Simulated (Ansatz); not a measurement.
```xyz
6

Cl   -2.0823    1.0161   -0.1920
B    -0.7163    0.2807    0.5907
Sb    1.3096    0.3001   -0.3408
H    -0.8896   -0.1409    1.6929
H     1.6364   -1.3049    0.1305
H     0.7422   -0.1511   -1.8812
```

Charge 0, multiplicity 1. Sb: def2 effective core potential.

Q: List the B3LYP/def2-TZVPP orbital energies in eV (Ansatz). (Estimate.)

A: Ansatz gave: Occupied: -2762.97, -257.72, -196.73, -196.65, -196.57, -185.48, -155.36, -107.14, -107.11, -107.00, -35.26, -35.22, -35.12, -35.11, -35.05, -23.25, -16.10, -13.61, -11.30, -10.05, -9.84, -9.40, -8.17, -6.95. Lowest empty: -2.21, -0.37, -0.08, 0.52, 1.70, 2.17, 2.63, 2.91.

B3LYP here is the variant with VWN-RPA as its local correlation; programs differ in this.
